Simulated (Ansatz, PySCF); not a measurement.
CH5Al (SMILES [CH3][AlH2]) and H2O (SMILES O) are pulled apart as rigid monomers along the line of their centres of mass, from the B3LYP-D3(BJ)/def2-TZVP minimum. Starting geometry (charge 0, multiplicity 1):
```xyz
10

C     -0.1778     0.9168    -0.6125
Al    -0.3298    -0.3736     0.8603
H      0.8623     1.0922    -0.9021
H     -0.6980     0.5558    -1.5058
H     -0.6195     1.8852    -0.3600
H      0.5849    -1.6861     0.8291
H     -1.7143    -0.4692     1.6567
O      0.6961     0.5133     2.4045
H      1.4304    -0.0436     2.6950
H      0.1181     0.6562     3.1656
```

Interaction energies with rigid monomers; basis-set methods are counterpoise corrected unless marked otherwise.

Rows in 3-21G carry no dispersion term and start afresh at each structure.

Codes used: Ansatz (an electronic-structure program); PySCF for 3-21G rows, the dispersion terms. Each number belongs to the level named beside it.

```
Al2···O8 (Å)  HF/3-21G (no counterpoise) (meV)  PBE/def2-TZVPPD (meV)  PBE-D3(BJ)/def2-TZVPPD (meV)  r2SCAN/def2-TZVPPD (meV)  B3LYP/3-21G (no counterpoise) (meV)
------------  --------------------------------  ---------------------  ----------------------------  ------------------------  -----------------------------------
1.86                                   -1466.4                 -682.9                        -736.4                    -874.3                              -1630.8
2.06                                   -1600.5                 -858.7                        -908.1                   -1004.2                              -1769.8
2.35                                   -1345.2                 -743.9                        -786.7                    -835.4                              -1515.9
2.85                                    -847.0                 -426.7                        -458.4                       [?]                               -987.2
3.66                                    -385.1                 -160.0                        -176.1                    -172.4                                  [?]
```

Q: What belongs in the gaps?

A: 
- 3.66, B3LYP/3-21G (no counterpoise) (meV): -452.1
- 2.85, r2SCAN/def2-TZVPPD (meV): -469.0
